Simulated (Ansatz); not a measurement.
```yaml
atoms:
  - { symbol: O, position_ang: [0.0000, 0.0000, -1.5110] }
  - { symbol: P, position_ang: [0.0000, 0.0000, 0.0000] }
  - { symbol: O, position_ang: [0.0000, 1.0628, 1.0740] }
```

Basis set: cc-pVTZ on O; cc-pV(T+d)Z on P (spherical functions). Frozen core: 7 orbitals. Correlation on ROHF uses semicanonical orbitals with singles. Charge 0, multiplicity 2.

Computed with Ansatz (development build ahead of 0.2.0); the reference of a correlated method needn't be the lowest determinant of its kind.

The atomization energy at this shape (free ground-state atoms in the same class of orbitals less the molecule, no zero-point energy) of doublet PO₂:

| method | atomization energy |
| --- | --- |
| ROHF-CCSD | 231.94 kcal/mol |

Problem. What does ROHF-CCSD(T) give?

Solution. 247.15 kcal/mol. Caution: the reference determinant was not shown to be the lowest.
